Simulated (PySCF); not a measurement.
## Correlation energy of N⁺ (nitrogen, charge +1)

[He] 2s2 2p2, high-spin 3P determinant. Computed with PySCF 2.14 in Sapporo-DZP-2012 (4s3p1d, 18 functions), with the spin-free X2C one-electron Hamiltonian (Gaussian nucleus). Frozen: 1s2; 4 electrons correlated.

MP2 pair energies summed by pair of shells (mhartree):

```json
{"pair": "2s-2p", "energy": "-34.98", "share (%)": "59.7"}
{"pair": "2s-2s", "energy": "-17.90", "share (%)": "30.5"}
{"pair": "2p-2p", "energy": "-5.74", "share (%)": "9.8"}
```

Total MP2 correlation energy: -58.62 mhartree.

Same-spin part -9.98 and opposite-spin part -48.64 mhartree; SCS-MP2 scales them by 1/3 and 6/5 to -61.70 mhartree.

```json
{"level": "CCSD", "correlation energy (mhartree)": "-81.76"}
{"level": "(T)", "correlation energy (mhartree)": "-0.87"}
{"level": "CCSD(T)", "correlation energy (mhartree)": "-82.63"}
```

Diagnostics: T1 = 0.0064, D1 = 0.0122, largest double amplitude 0.123.

Cost of the coupled-cluster step: 0.11 s of wall time on 1 thread of Neoverse-V1 (shared host), for 4 correlated electrons.
